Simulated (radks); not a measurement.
Values are calculated unless marked as measured or tabulated.
Task: These are the eigenvalues of the occupied orbitals of an atom or ion with whole-number occupations (eV). Code: a radial shooting solver on a logarithmic mesh with Libxc functionals. Model: Dirac Kohn-Sham, BLYP, spin-unpolarised, spherical densities, finite nucleus; Fermi nuclear charge, rms radius of each element as measured or else 0.836 A^(1/3) + 0.57 fm.

orbital  eigenvalue
1s1/2     -40820.36
2s1/2     -7022.198
2p1/2     -6664.659
2p3/2     -6217.418
3s1/2     -1942.897
3p1/2     -1792.184
3p3/2     -1702.707
3d3/2     -1441.302
3d5/2     -1421.884
4s1/2     -778.2452
4p1/2     -719.1420
4p3/2     -695.4332
4d3/2     -597.1471

Which element is it, and in what charge state? The configuration may be excited. Open shells, if any, fill j = l - 1/2 first.

Result: Z = 58, cerium, charge +21: Ce21+ in [Kr] 4d1. The list shows which subshells hold electrons but not how many an open one holds; the 1s level, -1500.1 hartree, gives Z - s = 54.8 by -(Z - s)^2/2, which with screening and relativity narrows Z to a few neighbours, and the depths of the outer levels then fix element, charge and occupations together.
